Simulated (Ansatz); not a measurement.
Species: ZrO2 (charge -1, doublet). The spin state was set by rule; other spins were not relaxed. 
Geometry from a B3LYP-D3(BJ)/def2-TZVP (Ansatz, a program for electronic structure) optimisation:
```
Zr
O 1 1.8129
O 1 1.8129 2 110.22
```
Charge -1, spin multiplicity 2.

Basis-set convergence of Hartree-Fock and CCSD(T) correlation energies (hartree) with Ansatz. Cores are frozen in the correlated levels unless marked. UHF or UKS for open shells. Spin-orbit coupling is left out. Frozen are the shells of the preceding noble gas and the d and f shells that filled before the atom's block. In def2 rows, elements after Kr have scalar-relativistic effective core potentials.

```
basis        functions       E(HF)  E(corr, CCSD(T))
-----------  ---------  ----------  ----------------
def2-SVPD           80  -196.19844          -0.53837
def2-TZVPPD        136           ?                 ?
```

**Question.** What belongs in the gaps?

**Answer.** 
- def2-TZVPPD, E(HF): -196.39116
- def2-TZVPPD, E(corr, CCSD(T)): -0.63832
